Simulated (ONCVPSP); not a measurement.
**In (Z = 49) ONCV: all-electron and pseudo phase curves**

| Property | Result |
| --- | --- |
| Element | In (Z = 49) |
| Generator | ONCVPSP 4.0.1 |
| Type | optimised norm-conserving Vanderbilt (ONCV) |
| Functional | PBEsol |
| Relativity | scalar-relativistic |
| Frozen core | [Ar] 3d10 4s2 |
| Valence charge | 19 |
| Reference configuration | 4p6 4d10 5s2 5p1 |
| Partial waves | 5s: rc 2.05 bohr, ncon 5, nbas 8, qcut 3.1 1/bohr, 2 projectors, debl 0.8 Ha; 4p+5p: rc 1.85 bohr, ncon 4, nbas 7, qcut 6.6 1/bohr, 3 projectors, debl 0.5 Ha; 4d: rc 1.20 bohr, ncon 3, nbas 6, qcut 8.8 1/bohr, 2 projectors, debl 3.7 Ha; f scattering state at 0.09 Ha: rc 1.95 bohr, ncon 4, nbas 7, qcut 6.3 1/bohr, 3 projectors, debl 0.5 Ha |
| Local potential | polynomial inside 1.20 bohr (lpopt 5, dvloc0 2 Ha) |
| Core correction | Teter function fitted to the true core (icmod 2), fcfact 0.15 |

The phase is arctan(r·R′/R) of the radial function R(r), unwrapped; energies in Ha, scanned from -4 to 5 Ha. A pole is an energy at which the radial function vanishes at the test radius. The pseudo phase is shifted by a multiple of π to meet the all-electron one at the reference energy, and phase errors are pseudo minus all-electron; the curves can meet again beyond the range given. Levels narrower than the energy grid can be missing from the lists of poles.

For each channel, where are the poles, and over which energies does the pseudopotential scatter like the atom?

| channel | radius (bohr) | reference energy (Ha) | poles, all-electron | poles, pseudo | unbroken range about the reference energy with phases within 0.05 rad | phase error 1 Ha above the reference energy (rad) |
| --- | --- | --- | --- | --- | --- | --- |
| s | 2.08 | -0.30 | 1.79 | -1.95, 1.78 | -1.9 to 3.5 | +0.000 |
| p | 1.88 | -0.09 | -2.76, 3.89 | -2.76, 3.89 | the whole range | +0.000 |
| d | 1.22 | -0.68 | 2.07 | 2.07 | the whole range | -0.000 |
| f | 1.98 | 0.09 | 2.18 | 2.18 | below 3.3 | +0.000 |

Note: ghosts flagged at negative energy: s at -53.3 eV; GHOST(+) flagged for f at 23.3 eV. A true bound ghost makes a file unfit for plane-wave use.

Phases in the f channel:

```csv
E (Ha),all-electron,pseudo
-3.98,1.375,1.375
-3.74,1.369,1.369
-3.50,1.362,1.362
-3.26,1.355,1.355
-3.02,1.347,1.347
-2.78,1.338,1.337
-2.54,1.327,1.327
-2.30,1.316,1.316
-2.06,1.303,1.303
-1.82,1.288,1.288
-1.58,1.270,1.270
-1.34,1.250,1.250
-1.10,1.224,1.224
-0.86,1.193,1.193
-0.62,1.153,1.153
-0.38,1.099,1.099
-0.14,1.025,1.025
0.10,0.913,0.913
0.34,0.732,0.732
0.58,0.414,0.414
0.82,-0.114,-0.114
1.06,-0.684,-0.684
1.30,-1.059,-1.059
1.54,-1.276,-1.276
1.78,-1.414,-1.413
2.02,-1.514,-1.513
2.26,-1.597,-1.596
2.50,-1.678,-1.676
2.74,-1.770,-1.764
2.98,-1.894,-1.880
3.22,-2.102,-2.062
3.46,-2.530,-2.407
3.70,-3.328,-3.073
3.94,-3.950,-3.760
4.18,-4.234,-4.119
4.42,-4.379,-4.298
4.66,-4.466,-4.402
4.90,-4.524,-4.470
```
